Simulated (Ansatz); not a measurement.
The cluster WO₄H₂⁻. The state is a doublet with charge -1. Geometry PBE-D4/def2-SVP, that of the neutral singlet; atoms count from 1.

```xyz
7

W    -0.1162   -0.1894   -0.0855
O    -0.8243   -1.0041    1.5464
O    -0.0447   -1.1456   -1.5047
O    -1.8412   -0.3579    0.7299
O     0.5508    1.5657   -0.2813
H     1.2746   -0.8644    0.6266
H     1.0010    1.9957   -1.0313
```

In the def2 sets W takes a core potential; there is no spin–orbit coupling. The structure holds one bond between oxygen atoms, so isomers without such links may lie far lower. The highest occupied level of the charge -1 doublet lies above zero (up to 1.12 eV). By energy differences its removal costs 0.83 eV (vertical, to the charge 0 singlet, at PBE0-D4/def2-TZVPD); a positive level beside a positive removal energy at the same level points to self-interaction error. The structure comes from a short search, and lower isomers may exist.

Q: Estimate the Mulliken populations from the PBE0/def2-TZVPD orbitals of Ansatz.

A: 
```csv
atom,charge (e),spin (α − β),d electrons
W1,1.10,0.97,3.58
O2,-0.40,0.00,–
O3,-0.68,-0.02,–
O4,-0.42,0.02,–
O5,-0.69,0.01,–
H6,-0.15,0.03,–
H7,0.25,-0.01,–
```
Mulliken values and Mayer orders depend strongly on the basis. With diffuse functions, as here, like atoms can get unlike values, and bond orders can come out too low or too high.

Q: Where does the spin sit?

A: Summed by element: W 0.97, O 0.01, H 0.02, of 1 unpaired in all. Largest on single atoms: W1 0.97, H6 0.03, O3 -0.02.

Q: And the Mayer bond orders between bonded heavy atoms (over 0.3)?

A: W1–O2 0.77 (1.96 Å); W1–O3 1.86 (1.71 Å); W1–O4 0.83 (1.92 Å); W1–O5 0.69 (1.89 Å); O2–O4 0.65 (1.46 Å).
